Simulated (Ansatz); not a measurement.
The same ligand exchange along the group F, Cl, Br.

Gas-phase electronic energies from Ansatz, PBE0-D4/def2-TZVP geometries. CCSD(T)/CBS adds triple-zeta CCSD(T) − MP2 to the extrapolated MP2 energy (def2 sets, frozen cores). This one scheme is used for every species. Functionals use def2-TZVPP. For Br, Ga outer-core shells are correlated without core-valence functions, which leaves a few kJ/mol of doubt a bond. Scalar relativity is left out up to krypton. One conformer a species, not always the lowest.

```
                                                                                                     reaction  PBE-D4 (kJ/mol)  HF/CBS(def2) (kJ/mol)  ωB97X-V (kJ/mol)
    `[F][Ga]([F])[O][SiH3]` + `[OH][Al]([OH])[O][SiH3]` → `[OH][Al]([O][SiH3])[O][SiH3]` + `[OH][Ga]([F])[F]`              -13                    -12               -12
`[SiH3][O][Ga]([Cl])[Cl]` + `[OH][Al]([OH])[O][SiH3]` → `[OH][Al]([O][SiH3])[O][SiH3]` + `[OH][Ga]([Cl])[Cl]`              -11                    -12               -11
`[SiH3][O][Ga]([Br])[Br]` + `[OH][Al]([OH])[O][SiH3]` → `[OH][Al]([O][SiH3])[O][SiH3]` + `[OH][Ga]([Br])[Br]`              -10                    -13               -10
```

Q: Give the CCSD(T)/CBS values in the same order. (An estimate is asked.)

A: Computed: -11, -10, -9 kJ/mol.

Largest T1 diagnostic: 0.015, for `[OH][Ga]([F])[F]`.
